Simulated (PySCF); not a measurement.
# How methods differ on the ionisation energy of Zr+

Zr+ [Kr] 4d2 5s1 (4F) → Zr(2+) [Kr] 4d2 (3F), as a difference of total energies. All numbers are calculated (PySCF 2.14, scalar relativity by spin-free X2C-1e, in x2c-TZVPPall with one added diffuse shell each of s, p, d, f type (9s7p7d3f1g, 95 functions)). Correlated levels: valence: [Kr] frozen. The calculations carry no spin-orbit coupling.

| method | ionisation energy (eV) | plus first-order spin-orbit estimate | error of that sum (eV) |
| --- | --- | --- | --- |
| UHF | 12.284 | 12.274 | -0.856 |
| MP2 (valence) | 12.504 | 12.494 | -0.636 |
| SCS-MP2 (valence) | 12.357 | 12.348 | -0.782 |
| CCSD (valence) | 12.574 | 12.564 | -0.566 |
| CCSD(T) (valence) | 12.577 | 12.567 | -0.563 |

Reference: 13.13 eV (measured; NIST Atomic Spectra Database, ionization energies).

A first-order spin-orbit estimate (lowest level to lowest level, LS coupling) adds -0.010 eV.

Errors of the correlated levels include the incompleteness of this basis and the frozen core.
